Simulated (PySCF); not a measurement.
In(Cl)(Et)2, SMILES C[CH2][In]([Cl])[CH2]C, GFN2-xTB optimised geometry.

```
16

In    -0.78    -0.79     0.00
Cl    -1.70    -2.94    -0.02
C      1.51    -0.79     0.00
C      2.03    -2.21     0.00
H      1.83    -0.24     0.89
H      1.83    -0.24    -0.89
H      1.68    -2.75    -0.88
H      1.69    -2.75     0.88
H      3.13    -2.22    -0.01
C     -2.41     0.82     0.00
C     -1.89     2.22    -0.27
H     -2.90     0.76     0.98
H     -3.13     0.50    -0.76
H     -1.41     2.28    -1.25
H     -1.16     2.52     0.48
H     -2.71     2.94    -0.25
```

Density from CAM-B3LYP/def2-TZVP, def2 effective core potentials past Kr in PySCF at that geometry. The core electrons that the potentials of In replace are not part of the density.

Minimum of the electron density along straight lines between bonded atoms, close to the bond critical point (lines longer than 1.1 times the sum of covalent radii, or with two minima, are not listed):

```tsv
bond	length / Å	ρ at the minimum / e bohr⁻³	∇²ρ there / e bohr⁻⁵	position (fraction from the first atom)
In1–Cl2	2.338	0.083	…	0.48
In1–C3	2.289	0.081	0.08	0.51
C3–C4	1.516	0.249	-0.62	0.51
C3–H5	1.091	0.277	-0.94	0.64
C3–H6	1.091	0.277	-0.94	0.64
C4–H7	1.091	0.279	-0.96	0.64
C4–H8	1.091	0.279	-0.96	0.64
C4–H9	1.092	0.277	-0.95	0.64
In1–C10	2.289	0.081	0.08	0.51
C10–C11	1.518	0.248	-0.62	0.50
C10–H12	1.092	0.276	-0.94	0.64
C10–H13	1.092	0.277	-0.94	0.64
C11–H14	1.090	0.279	-0.96	0.64
C11–H15	1.090	0.279	-0.96	0.64
C11–H16	1.092	0.278	-0.95	0.64
```

### Question
Fill in the missing entries.

### Answer

- In1–Cl2, ∇²ρ there / e bohr⁻⁵: 0.22
